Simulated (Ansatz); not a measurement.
CH2Br2 (dibromomethane): from total energies to a heat of formation

The species is CH2Br2 (5 atoms), meant as a singlet with charge 0. As SMILES, `BrCBr`. The coordinates come from a PBE0-D4/def2-TZVP relaxation.

Total energies at PBE0/def2-SVPD (Ansatz 0.2.0); the atoms run unrestricted:

```
species    state   energy (Eh)
 CH2Br2  singlet  -5186.325161
     Br  doublet  -2573.502722
      C  triplet    -37.761463
      H  doublet     -0.500291
```

Harmonic wavenumbers at PBE0-D4/def2-TZVP, in cm⁻¹: 172, 600, 670, 820, 1123, 1219, 1434, 3147, 3234.

Measured heats of formation of the gaseous atoms at 298.15 K, in kJ/mol: Br 111.9, C 716.9, H 218.0. Spin-orbit lowering of the atoms at 298 K (mean of the ground term's levels less their thermal mean, from spectra), in kJ/mol: Br 14.69, C 0.02. Take 1 Eh = 2625.50 kJ/mol, 1 cm⁻¹ = 0.0119627 kJ/mol, RT = 2.479 kJ/mol.

**Question.** What heat of formation follows?

**Answer.** 
1. Electronic atomisation energy: 2 × (-2573.502722) + (-37.761463) + 2 × (-0.500291) − (-5186.325161) = 0.557672 Eh = 1464.2 kJ/mol.
2. Zero-point energy: half the sum of the wavenumbers, 6209.5 cm⁻¹ = 74.3 kJ/mol.
3. Thermal vibrational enthalpy, Σ hcν̃/(exp(hcν̃/kT) − 1): 2.6 kJ/mol. Translation, rotation and pV of a non-linear molecule: 4 RT = 9.9 kJ/mol.
4. The 5 free atoms carry 5/2 RT each: 31.0 kJ/mol.
5. Spin-orbit coupling lowers the free atoms by 2 × 14.69 + 0.02 = 29.4 kJ/mol.
6. Atomisation enthalpy at 298 K: 1464.2 − 29.4 − 74.3 − 2.6 − 9.9 + 31.0 = 1379.0 kJ/mol.
7. Sum of the atoms' heats of formation: 1376.7 kJ/mol. Heat of formation: 1376.7 − 1379.0 = -2.3 kJ/mol.

The tabulated value is +3.1 kJ/mol (Active Thermochemical Tables), so this level is off by -5.4 kJ/mol, or 0.4 % of the atomisation enthalpy. So close a hit in a small basis owes something to errors that cancel. Relativity is left out. Anharmonicity and any spin-orbit splitting of the molecule are left out.
